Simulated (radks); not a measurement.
Q: Valence configurations of the nickel ion Ni+ (all share [Ar]). Method: scalar-relativistic Kohn-Sham, r2SCAN, spin-unpolarised, spherical densities, finite nucleus; meta-GGA in the generalised Kohn-Sham scheme; Fermi nuclear charge, rms radius 3.7757 fm; computed with a radial shooting solver on a logarithmic mesh with Libxc functionals. Order these by energy: 3d7 4s2; 3d7 4p2; 3d6 4s1 4p2; 3d9; 3d8.5 4p0.5; 3d8 4s1; 3d8 4p1; 3d8.5 4s0.5; 3d6 4s2 4p1; 3d7 4s1 4p1.

A: From the lowest, in eV above it: 3d9 0.000; 3d8.5 4s0.5 1.336; 3d8 4s1 3.451; 3d8.5 4p0.5 4.002; 3d8 4p1 9.169; 3d7 4s2 10.404; 3d7 4s1 4p1 17.025; 3d7 4p2 23.558; 3d6 4s2 4p1 29.319; 3d6 4s1 4p2 36.687. NIST lists [Ar] 3d9 as the ground configuration; this level of theory agrees among the configurations tried. The energies are those of spherical spin-averaged densities, not of single terms.
